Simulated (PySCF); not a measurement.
Compound: C4H7BN2.
SMILES: `NC1=CC=CBN1`

The calculation used PySCF, BHandHLYP/def2-SVP geometry optimisation, gas phase.

Take the most abundant isotopes and a rigid rotor. 

(1) Give the principal moments of inertia and the rotational constants in GHz.

(2) Classify the top.

(3) Is it planar, by Δ = Ic − Ia − Ib?

(4) Give the coordinates in the principal-axis frame, origin at the centre of mass.

(5) Where do the levels up to J = 4 lie, in cm⁻¹?

(6) Which types of transition are allowed, and where do some lines up to J = 3 fall?

Results:

(1) Ia = 91.22, Ib = 194.41, Ic = 285.11 u·Å²; 505379 MHz·u·Å²/I gives 5540, 2600 and 1773 MHz, that is A = 5.5399, B = 2.5995, C = 1.7726 GHz.

(2) An asymmetric top: κ = (2 × 2600 − 5540 − 1773)/(5540 − 1773) = -0.56.

(3) Not planar: Δ = Ic − Ia − Ib = -0.53 u·Å². For a rigid frame Δ = −2 Σ m c², so Σ m c² = 0.27 u·Å² lies off the ab plane: 0.23 from hydrogen and 0.03 from heavier atoms. The atom farthest from that plane is 0.46 Å away.

(4) The sense of each axis is arbitrary; atoms in the order of the calculation.
| atom | mass (u) | a (Å) | b (Å) | c (Å) |
| --- | --- | --- | --- | --- |
| N1 | 14.003 | 2.302 | -0.044 | 0.049 |
| C2 | 12.000 | 0.924 | -0.066 | -0.004 |
| C3 | 12.000 | 0.185 | -1.222 | -0.008 |
| C4 | 12.000 | -1.227 | -1.165 | 0.001 |
| C5 | 12.000 | -1.927 | 0.013 | -0.002 |
| B6 | 11.009 | -1.137 | 1.293 | -0.002 |
| N7 | 14.003 | 0.290 | 1.132 | 0.001 |
| H8 | 1.008 | 2.751 | 0.698 | -0.463 |
| H9 | 1.008 | 2.745 | -0.932 | -0.107 |
| H10 | 1.008 | 0.698 | -2.176 | -0.023 |
| H11 | 1.008 | -1.754 | -2.117 | 0.002 |
| H12 | 1.008 | -3.012 | -0.029 | 0.001 |
| H13 | 1.008 | -1.560 | 2.416 | 0.005 |
| H14 | 1.008 | 0.885 | 1.940 | 0.058 |

(5) Above 0(0,0):
J = 1: 1(0,1) 0.1458, 1(1,1) 0.2439, 1(1,0) 0.2715
J = 2: 2(0,2) 0.4325, 2(1,2) 0.5080, 2(1,1) 0.5908, 2(2,1) 0.8850, 2(2,0) 0.8901
J = 3: 3(0,3) 0.8508, 3(1,3) 0.9012, 3(1,2) 1.0662, 3(2,2) 1.3225, 3(2,1) 1.3467, 3(3,1) 1.8848, 3(3,0) 1.8854
J = 4: 4(0,4) 1.3914, 4(1,4) 1.4209, 4(1,3) 1.6927, 4(2,3) 1.9019, 4(2,2) 1.9688, 4(3,2) 2.4767, 4(3,1) 2.4808, 4(4,1) 3.2523, 4(4,0) 3.2524
Those of J = 1 are B + C, A + C and A + B.

(6) The dipole components are |μa| = 3.76 D, |μb| = 0.23 D, |μc| = 0.93 D. Intensities carry the squares of the components, which stand as 1.00 : 0.00 : 0.06 (a : b : c). Some lines, for components of 0.1 D or more:

```
type  branch         J(Ka,Kc)    MHz  lower level (cm⁻¹)
   a       R  2(0,2) ← 1(0,1)   8593               0.146
   b       Q  2(2,0) ← 2(1,1)   8973               0.591
   a       R  2(1,1) ← 1(1,0)   9571               0.272
   b       R  3(0,3) ← 2(1,2)  10277               0.508
   b       Q  2(2,1) ← 2(1,2)  11302               0.508
   c       Q  3(3,1) ← 3(2,1)  16131               1.347
   b       Q  3(3,1) ← 3(2,2)  16857               1.323
   b       R  2(2,1) ← 1(1,0)  18392               0.272
   c       R  2(2,0) ← 1(1,0)  18544               0.272
   c       R  3(1,2) ← 2(0,2)  18997               0.432
   c       R  2(2,1) ← 1(1,1)  19219               0.244
   c       R  3(2,2) ← 2(1,2)  24418               0.508
```

Stationary, but not proved a minimum. These are rigid-rotor constants of the computed structure; measured ground-state constants (B0) also hold zero-point vibration. A rigid rotor knows nothing of inversion at nitrogen, which can split or shift real lines. Quadrupole hyperfine structure (11B, 14N) is left out.

On one thread of an Arm Neoverse V1, shared host, this took 49 s and 0.58 GiB of memory at its peak. That covers the optimisation of the geometry.

Conformer computed: `[NH2:1][C:2]1=[CH:3][CH:4]=[CH:5][BH:6][NH:7]1`: H–N1–C2–C3 145°, H–N1–C2–C3 12°.
